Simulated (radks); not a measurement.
The rhenium ion Re2+, 73 electrons, occupied as [Xe] 4f13 5d5 6s1 (not the ground configuration).

Method: Dirac Kohn-Sham, PBE, spin-unpolarised, spherical densities, finite nucleus; open shells fill j = l - 1/2 first; Fermi nuclear charge, rms radius 5.3698 fm; computed with a radial shooting solver on a logarithmic mesh with Libxc functionals.

Energy parts (eV):
total: -454770.57
kinetic: 514047.73
electron-nucleus: -1135434.64
Hartree: 175641.32
exchange-correlation: -9024.98

Orbitals (lengths in bohr, moments of r in powers of bohr; r(90%) holds 90 % of the orbital's charge):
orbital  occ.  eigenvalue (eV)   <1/r>  r(90%)  small-component weight
1s1/2       2        -71561.97   88.71  0.0329                8.02e-02
2s1/2       2        -12424.98   21.63   0.118                1.82e-02
2p1/2       2        -11892.56   21.60   0.104                1.83e-02
2p3/2       4        -10453.10   18.04   0.115                1.65e-02
3s1/2       2        -2901.627   7.941   0.290                6.01e-03
3p1/2       2        -2663.397   7.857   0.281                5.96e-03
3p3/2       4        -2350.840   6.936   0.302                5.43e-03
3d3/2       4        -1949.784   6.829   0.275                5.32e-03
3d5/2       6        -1881.957   6.613   0.281                5.17e-03
4s1/2       2        -629.7687   3.349   0.631                2.00e-03
4p1/2       2        -530.2077   3.240   0.646                1.91e-03
4p3/2       4        -456.8581   2.920   0.693                1.71e-03
4d3/2       4        -293.1148   2.711   0.735                1.52e-03
4d5/2       6        -279.4954   2.636   0.751                1.46e-03
4f5/2       6         -73.0396   2.218   0.915                1.08e-03
4f7/2       7         -70.4297   2.188   0.928                1.06e-03
5s1/2       2        -108.8358   1.329    1.46                4.75e-04
5p1/2       2         -78.0426   1.205    1.61                3.99e-04
5p3/2       4         -66.3793   1.091    1.76                3.43e-04
5d3/2       4         -25.6883  0.7930    2.51                1.86e-04
5d5/2       1         -24.5263  0.7675    2.59                1.76e-04
6s1/2       1         -21.6560  0.4890    3.76                7.87e-05

The highest occupied level is 6s1/2 at -21.656 eV. The electron density at the nucleus is 1.547e+06 e/bohr^3. Summed over all electrons, <r^2> = 45.95 bohr^2, which gives a Langevin (diamagnetic) susceptibility term of -36.4 x 10^-6 cm^3/mol. The density falls to 0.001 e/bohr^3 at r = 3.91 bohr.
